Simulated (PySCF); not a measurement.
Several orderings of computed values.

Species are written as SMILES; each is one conformer at its optimised geometry, gas phase, non-relativistic unless stated. Electronic properties by PySCF.

The conformers computed, where there is a choice (atom-mapped SMILES and torsion angles):
- `[SiH3:1]/[CH:2]=[CH:3]\[SiH2:4][c:5]1[cH:6][cH:7][cH:8][o:9]1`: C2–C3–Si4–C5 171°, C3–Si4–C5–C6 39°
- `[CH:1]#[C:2][CH2:3][C@H:4]([CH3:5])[CH2:6]/[C:7]([CH3:8])=[CH:9]\[CH3:10]`: C2–C3–C4–C5 63°, C3–C4–C6–C7 -176°, C4–C6–C7–C8 79°
- `[CH3:1][C:2](=[O:3])[NH:4][SiH:5]1[SiH2:6][SiH2:7][SiH2:8]1`: C1–C2–N4–Si5 180°, C2–N4–Si5–Si6 48°
- `[CH3:1]/[CH:2]=[CH:3]/[CH:4]=[CH:5]\[CH2:6][CH:7]1[CH2:8][CH2:9][CH2:10]1`: C2–C3–C4–C5 -179°, C4–C5–C6–C7 111°, C5–C6–C7–C8 -175°
- `[CH3:1][O:2][C@@:3]([F:4])([SiH3:5])[CH2:6][SiH3:7]`: C1–O2–C3–F4 64°, O2–C3–C6–Si7 177°
- `[S:1]=[PH:2]([CH:3]1[CH2:4][CH2:5]1)[CH:6]1[CH2:7][CH2:8]1`: S1–P2–C3–C4 34°, S1–P2–C6–C7 -46°
- `[N:1]#[C:2][CH2:3][Si@H:4]([SiH3:5])[SiH2:6][CH:7]1[CH2:8][CH2:9]1`: C2–C3–Si4–Si5 64°, C3–Si4–Si6–C7 74°, Si4–Si6–C7–C8 148°
- `[CH:1]#[C:2][C@@H:3]1[C:4](=[O:5])[SiH2:6][C@@H:7]1[SiH2:8][CH3:9]`: Si6–C7–Si8–C9 -47°
- `[CH3:1][S:2][CH2:3][P:4]=[C:5]=[C:6]([CH3:7])[CH3:8]`: C1–S2–C3–P4 65°, S2–C3–P4–C5 173°
- `[CH3:1][C:2]([CH3:3])([CH3:4])/[C:5](=[CH:6]\[Cl:7])[C:8](=[O:9])[Cl:10]`: C1–C2–C5–C6 -64°, C2–C5–C8–O9 -47°
- `[CH2:1]=[C:2]=[CH:3][C:4]([CH3:5])([CH3:6])[CH2:7][CH:8]1[CH2:9][CH2:10]1`: C2–C3–C4–C5 -2°, C3–C4–C7–C8 -60°, C4–C7–C8–C9 -165°
- `[CH3:1][O:2][Si@@H:3]([F:4])[CH2:5][CH2:6][SiH3:7]`: C1–O2–Si3–F4 50°, O2–Si3–C5–C6 166°, Si3–C5–C6–Si7 67°

The conformers of `C=C(C)C(=O)C(=O)[SiH2][SiH2]P` aren't listed.

Question: Rank by smallest rotational constant, lowest first (GFN2-xTB).
A. `S=[PH](C1CC1)C1CC1`
B. `[SiH3]/C=C\[SiH2]C1=CC=CO1`
C. `C/C=C/C=C\CC1CCC1`
D. `N#CC[Si@H]([SiH3])[SiH2]C1CC1`
E. `C#CC[C@H](C)C/C(C)=C\C`
F. `CC(=O)N[SiH]1[SiH2][SiH2][SiH2]1`
G. `C#C[C@@H]1C(=O)[SiH2][C@@H]1[SiH2]C`
H. `CO[C@@](F)([SiH3])C[SiH3]`

Answer: B (0.420 GHz), C (0.503 GHz), D (0.606 GHz), E (0.689 GHz), F (0.742 GHz), G (0.811 GHz), A (0.907 GHz), H (0.980 GHz).

Question: Give the two extremes of that set in cm⁻¹.

Answer: `[SiH3]/C=C\[SiH2]c1ccco1`: 0.0140 cm⁻¹; `CO[C@@](F)([SiH3])C[SiH3]`: 0.0327 cm⁻¹.

Question: Rank by HOMO–LUMO gap, highest first (PBE0/pcSseg-1 at GFN2-xTB geometries).
A. `C=C(C)C(=O)C(=O)[SiH2][SiH2]P`
B. `C/C=C/C=C\CC1CCC1`
C. `CSCP=C=C(C)C`
D. `[SiH3]/C=C\[SiH2]c1ccco1`

Answer: B (5.77 eV), D (5.63 eV), C (4.95 eV), A (3.70 eV).

Question: Give the two extremes of that set in kcal/mol.

Answer: `C=C(C)C(=O)C(=O)[SiH2][SiH2]P`: 85 kcal/mol; `C/C=C/C=C\CC1CCC1`: 133 kcal/mol.

Question: Rank by HOMO energy, highest first (PBE0/pcSseg-1 at GFN2-xTB geometries).
A. `CC(C)(C)/C(=C\Cl)C(=O)Cl`
B. `C=C=CC(C)(C)CC1CC1`
C. `C#C[C@@H]1C(=O)[SiH2][C@@H]1[SiH2]C`
D. `C(C)(C(=O)C([SiH2][SiH2]P)=O)=C`
E. `C/C=C/C=C\CC1CCC1`
F. `N#CC[Si@H]([SiH3])[SiH2]C1CC1`
G. `CO[Si@@H](F)CC[SiH3]`
H. `CC(=O)N[SiH]1[SiH2][SiH2][SiH2]1`

Answer: E (-6.18 eV), D (-6.72 eV), C (-6.82 eV), H (-7.00 eV), B (-7.23 eV), A (-7.82 eV), F (-7.98 eV), G (-8.25 eV).

Question: By how much do the two ends of that ranking differ?

Answer: By 2.07 eV, between `C/C=C/C=C\CC1CCC1` and `CO[Si@@H](F)CC[SiH3]`.

Question: Rank by dipole moment, highest first (PBE0/pcSseg-1 at GFN2-xTB geometries).
A. `c1oc([SiH2]/C=C\[SiH3])cc1`
B. `S=[PH](C1CC1)C1CC1`
C. `C#C[C@@H]1C(=O)[SiH2][C@@H]1[SiH2]C`
D. `[Si@H]([SiH3])(CC#N)[SiH2]C1CC1`
E. `C/C=C/C=C\CC1CCC1`

Answer: B (4.23 D), D (2.93 D), C (2.29 D), A (1.24 D), E (0.30 D).
